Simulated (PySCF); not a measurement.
Members of one series of related molecules.

All values: wB97X-D/def2-SVPD (PySCF) at GFN2-xTB geometries, gas phase, one conformer each. Core orbitals are frozen in the response; Δα² is half the sum of the squared differences of the principal polarisabilities.

Question: Rank by HOMO energy, highest first.
A. `CC[C@@H]1CC[SiH2]1`
B. `[SiH2]1[C@H](CCl)CC1`
C. `[SiH3]S[C@H]1CC[SiH2]1`
D. `N#CC[C@@H]1CC[SiH2]1`
E. `[SiH3]C[C@@H]1CC[SiH2]1`
F. `C/N=C\[C@H]1CC[SiH2]1`

Answer: C (-8.35 eV), F (-8.55 eV), A (-9.29 eV), E (-9.49 eV), B (-9.70 eV), D (-10.01 eV).

Question: Rank by mean static polarisability, highest first.
A. `[SiH2]1CC[C@H]1C[SiH3]`
B. `[SiH3]S[C@H]1CC[SiH2]1`
C. `CN(C)[C@@H]1CC[SiH2]1`
D. `CN[C@@H]1CC[SiH2]1`
E. `N#CC[C@@H]1CC[SiH2]1`
F. `C1C[C@@H](C2CC2)[SiH2]1`

Answer: B (15.77 Å³), A (14.64 Å³), C (13.93 Å³), F (13.49 Å³), E (12.59 Å³), D (12.10 Å³).

All values together:

| SMILES | formula | μ (D) | HOMO (eV) | LUMO (eV) | α (Å³) | Δα (Å³) | electrons | α per electron (Å³) |
| --- | --- | --- | --- | --- | --- | --- | --- | --- |
| [SiH3]S[C@H]1CC[SiH2]1 | C3H10SSi2 | 1.98 | -8.35 | 1.44 | 15.77 | 3.34 | 72 | 0.219 |
| [SiH3]C[C@@H]1CC[SiH2]1 | C4H12Si2 | 0.79 | -9.49 | 1.75 | 14.64 | 3.61 | 64 | 0.229 |
| CN[C@@H]1CC[SiH2]1 | C4H11NSi | 0.96 | -8.07 | 1.94 | 12.10 | 2.22 | 56 | 0.216 |
| N#CC[C@@H]1CC[SiH2]1 | C5H9NSi | 4.33 | -10.01 | 1.57 | 12.59 | 3.74 | 60 | 0.210 |
| C/N=C\[C@H]1CC[SiH2]1 | C5H11NSi | 2.67 | -8.55 | 1.42 | 13.51 | 4.33 | 62 | 0.218 |
| CN(C)[C@@H]1CC[SiH2]1 | C5H13NSi | 0.59 | -7.94 | 1.87 | 13.93 | 3.07 | 64 | 0.218 |
| CC[C@@H]1CC[SiH2]1 | C5H12Si | 0.20 | -9.29 | 1.93 | 12.54 | 3.02 | 56 | 0.224 |
| C1C[C@@H](C2CC2)[SiH2]1 | C6H12Si | 0.38 | -9.42 | 1.93 | 13.49 | 2.37 | 62 | 0.218 |
| ClC[C@@H]1CC[SiH2]1 | C4H9ClSi | 1.79 | -9.70 | 1.71 | 12.42 | 1.18 | 64 | 0.194 |

Conformers: `[SiH3:1][S:2][C@H:3]1[CH2:4][CH2:5][SiH2:6]1` with Si1–S2–C3–C4 -70°, S2–C3–C4–C5 144°, C3–C4–C5–Si6 -13°, C4–C5–Si6–C3 11°, S2–C3–Si6–C5 -135°; `[SiH3:1][CH2:2][C@@H:3]1[CH2:4][CH2:5][SiH2:6]1` with Si1–C2–C3–C4 179°, C2–C3–C4–C5 -137°, C3–C4–C5–Si6 13°, C4–C5–Si6–C3 -11°, C2–C3–Si6–C5 130°; `[CH3:1][NH:2][C@@H:3]1[CH2:4][CH2:5][SiH2:6]1` with C1–N2–C3–C4 -177°, N2–C3–C4–C5 -103°, C3–C4–C5–Si6 -10°, C4–C5–Si6–C3 8°, N2–C3–Si6–C5 106°; `[N:1]#[C:2][CH2:3][C@@H:4]1[CH2:5][CH2:6][SiH2:7]1` with C2–C3–C4–C5 180°, C3–C4–C5–C6 -135°, C4–C5–C6–Si7 12°, C5–C6–Si7–C4 -10°, C3–C4–Si7–C6 128°; `[CH3:1]/[N:2]=[CH:3]\[C@H:4]1[CH2:5][CH2:6][SiH2:7]1` with N2–C3–C4–C5 176°; `[CH3:1][N:2]([CH3:3])[C@@H:4]1[CH2:5][CH2:6][SiH2:7]1` with C1–N2–C4–C5 168°, N2–C4–C5–C6 -138°, C4–C5–C6–Si7 17°, C5–C6–Si7–C4 -13°, N2–C4–Si7–C6 131°; `[CH3:1][CH2:2][C@@H:3]1[CH2:4][CH2:5][SiH2:6]1` with C1–C2–C3–C4 -67°, C2–C3–C4–C5 -136°, C3–C4–C5–Si6 13°, C4–C5–Si6–C3 -10°, C2–C3–Si6–C5 131°; `[CH2:1]1[CH2:2][C@@H:3]([CH:4]2[CH2:5][CH2:6]2)[SiH2:7]1` with C2–C3–C4–C5 74°, Si7–C1–C2–C3 14°, C1–C2–C3–C4 -141°, C3–C4–C5–C6 110°, C2–C3–Si7–C1 11°; `[Cl:1][CH2:2][C@@H:3]1[CH2:4][CH2:5][SiH2:6]1` with Cl1–C2–C3–C4 60°, C2–C3–C4–C5 -112°, C3–C4–C5–Si6 -8°, C4–C5–Si6–C3 6°, C2–C3–Si6–C5 111°.

Q: How closely does the mean polarisability follow the number of electrons in this set?

A: The correlation coefficient is 0.86; α per electron runs from 0.194 to 0.229 Å³.
